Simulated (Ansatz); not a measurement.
Cost and result for the atomization energy of C₂H₄AlN, SMILES `C#[C][AlH][NH2]` (8 atoms, 7 bonds).

Total charge 0; spin multiplicity 1. Geometry: relaxed with PBE0-D4/def2-TZVP. It is one conformer, not always the lowest. Program: Ansatz. All runs use 2 threads of an Arm Neoverse V1 on a shared host. Times are those of one run each, without the atoms' runs, and a repeat can differ threefold. Electronic energies, without spin–orbit coupling; frozen cores. CCSD(T)/CBS adds CCSD(T) − MP2 in def2-TZVPP to the MP2 limit, and its time is that of the two runs behind it. T1 = 0.013.

CCSD(T)/CBS is a level of theory with its own doubt, some kJ/mol a heavy atom from the limit and from the frozen cores, so smaller differences don't rank the functionals.

```
                             level  functions  wall time
            LDA (SPW92)/def2-TZVPP        191      1.2 s
              revPBE-D4/def2-TZVPP        191      1.9 s
                  CCSD(T)/def2-SVP         80        2 s
   PBE-D4/def2-TZVPP (with forces)        191      2.4 s
               BHLYP-D4/def2-TZVPP        191      2.5 s
r2SCAN-D4/def2-TZVPP (with forces)        191      4.5 s
                 B2PLYP/def2-TZVPP        191      4.7 s
                ωB97X-V/def2-TZVPP        191        8 s
                 B97M-V/def2-TZVPP        191      8.5 s
  ωB97M-V/def2-TZVPP (with forces)        191       10 s
                    MP2/def2-QZVPP        361       15 s
                CCSD(T)/def2-TZVPP        191       41 s
                 CCSD(T)/CBS(def2)          –       56 s
```

(1) What atomization energy does each give, and how far from CCSD(T)/CBS? (An estimate is asked.)

## Answers

(1) Ansatz gave: 
```json
{"level": "LDA (SPW92)/def2-TZVPP", "atomization (kJ/mol)": "3452.7", "difference from CCSD(T)/CBS": "404.4", "per bond": "57.8"}
{"level": "revPBE-D4/def2-TZVPP", "atomization (kJ/mol)": "3025.1", "difference from CCSD(T)/CBS": "-23.2", "per bond": "-3.3"}
{"level": "CCSD(T)/def2-SVP", "atomization (kJ/mol)": "2861.5", "difference from CCSD(T)/CBS": "-186.8", "per bond": "-26.7"}
{"level": "PBE-D4/def2-TZVPP (with forces)", "atomization (kJ/mol)": "3105.7", "difference from CCSD(T)/CBS": "57.4", "per bond": "8.2"}
{"level": "BHLYP-D4/def2-TZVPP", "atomization (kJ/mol)": "2945.2", "difference from CCSD(T)/CBS": "-103.1", "per bond": "-14.7"}
{"level": "r2SCAN-D4/def2-TZVPP (with forces)", "atomization (kJ/mol)": "3040.9", "difference from CCSD(T)/CBS": "-7.4", "per bond": "-1.1"}
{"level": "B2PLYP/def2-TZVPP", "atomization (kJ/mol)": "3026.3", "difference from CCSD(T)/CBS": "-22.0", "per bond": "-3.1"}
{"level": "ωB97X-V/def2-TZVPP", "atomization (kJ/mol)": "3044.0", "difference from CCSD(T)/CBS": "-4.3", "per bond": "-0.6"}
{"level": "B97M-V/def2-TZVPP", "atomization (kJ/mol)": "3061.5", "difference from CCSD(T)/CBS": "13.2", "per bond": "1.9"}
{"level": "ωB97M-V/def2-TZVPP (with forces)", "atomization (kJ/mol)": "3055.5", "difference from CCSD(T)/CBS": "7.2", "per bond": "1.0"}
{"level": "MP2/def2-QZVPP", "atomization (kJ/mol)": "3080.9", "difference from CCSD(T)/CBS": "32.6", "per bond": "4.6"}
{"level": "CCSD(T)/def2-TZVPP", "atomization (kJ/mol)": "2957.2", "difference from CCSD(T)/CBS": "-91.1", "per bond": "-13.0"}
{"level": "CCSD(T)/CBS(def2)", "atomization (kJ/mol)": "3048.3", "difference from CCSD(T)/CBS": "0.0", "per bond": "0.0"}
```

The D4 term adds +20.1 kJ/mol with B3LYP and +10.5 kJ/mol with PBE0; it sums over pairs of atoms, weighted by their polarisabilities, and B3LYP, whose exchange is more repulsive, gets the larger term. At CCSD(T), def2-SVP lies −186.8 kJ/mol from the extrapolated value and def2-TZVPP −91.1 kJ/mol: correlation converges slowly with the basis, and small sets miss more of it in the bonded molecule than in its fragments. From r2SCAN to r2SCAN0 (25 % exact exchange), in def2-TZVPP and without D4, the atomization energy moves by −61.3 kJ/mol: exact exchange takes away binding that semilocal exchange gives to molecules.

B3LYP here is the variant with VWN-RPA as its local correlation; programs differ in this.
